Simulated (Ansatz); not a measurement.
The cluster Li₃Si. Total charge 0; quartet. Geometry PBE-D4/def2-TZVP; atoms count from 1.

```xyz
4

Li    2.526    1.435    0.318
Li   -0.785   -1.922   -0.596
Li   -2.138    0.255    0.227
Si    0.397    0.232    0.052
```

At PBE0-D4/def2-TZVP a doublet of charge 0 lies 0.55 eV below the quartet, each at its own geometry. The structure comes from a short search, and lower isomers may exist.

**Question.** Estimate the Mulliken populations from the PBE0/def2-TZVP orbitals of Ansatz.

**Answer.** 
```tsv
atom	charge (e)	spin (α − β)
Li1	0.50	0.17
Li2	0.27	0.55
Li3	0.27	0.55
Si4	-1.04	1.73
```
Mulliken values depend strongly on the basis.

**Question.** Where does the spin sit?

**Answer.** Summed by element: Li 1.27, Si 1.73, of 3 unpaired in all. Largest on single atoms: Si4 1.73, Li2 0.55, Li3 0.55.

**Question.** And the Mayer bond orders between heavy atoms (over 0.3)?

**Answer.** Li1–Si4 0.70 (2.46 Å); Li2–Li3 0.49 (2.69 Å); Li2–Si4 0.38 (2.54 Å); Li3–Si4 0.38 (2.54 Å).
